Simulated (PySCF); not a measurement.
Species: C₆H₁₁ClOSi₂.
Atom-mapped SMILES: `[CH3:1][Si@H:2]([SiH2:3][CH2:4][Cl:5])[c:6]1[cH:7][cH:8][cH:9][o:10]1`

NICS is the negative of the GIAO shielding at a point without a nucleus: at the ring centre (0) and 1 Å above and below it (1); zz is the component along the ring normal. Level: GIAO PBE0/pcSseg-1 (PySCF, non-relativistic, gas phase) on the GFN2-xTB geometry, one conformer.

Ring bond lengths (Å), with Mayer bond orders in brackets: C6–C7 1.369 (1.57), C7–C8 1.412 (1.28), C8–C9 1.361 (1.58), C9–O10 1.339 (1.10), O10–C6 1.357 (1.01).

Give the NICS values of each ring in ppm.

| ring | type | NICS(0) | NICS(1), two faces | NICS(1)zz, two faces | rms pucker (Å) | centre to ring atoms, mean (Å) |
| --- | --- | --- | --- | --- | --- | --- |
| C6–C7–C8–C9–O10 | 5-membered ring with O; formal bonds all aromatic | -12.0 | -10.8 / -10.7 | -29.0 / -27.8 | 0.00 | 1.16 |

What do they say, and how far can they be read as aromaticity?

- C6–C7–C8–C9–O10: mean NICS(1)zz -28.4 ppm, shielded, aromatic by this magnetic criterion (flat ring, no four-coordinate atom).

How equal are the bonds by HOMA? HOMA = 1 − mean of α(R − Ropt)² over the ring bonds, with Krygowski's 1993 parameters (CC: Ropt 1.388 Å, α 257.7 Å⁻²; CO: Ropt 1.265 Å, α 157.38 Å⁻²).

- C6–C7–C8–C9–O10: HOMA 0.47; the largest term is that of O10–C6, α(R − Ropt)² = 1.34.

Time: 1.8 min wall; peak memory 1.1 GiB. Hardware: an Arm Neoverse V1 with one thread, no GPU (shared host). This is the whole shielding run at PBE0/pcSseg-1, SCF included.

Conformer computed: `[CH3:1][Si@H:2]([SiH2:3][CH2:4][Cl:5])[c:6]1[cH:7][cH:8][cH:9][o:10]1`: C1–Si2–Si3–C4 167°, Si2–Si3–C4–Cl5 57°, C1–Si2–C6–C7 -111°.
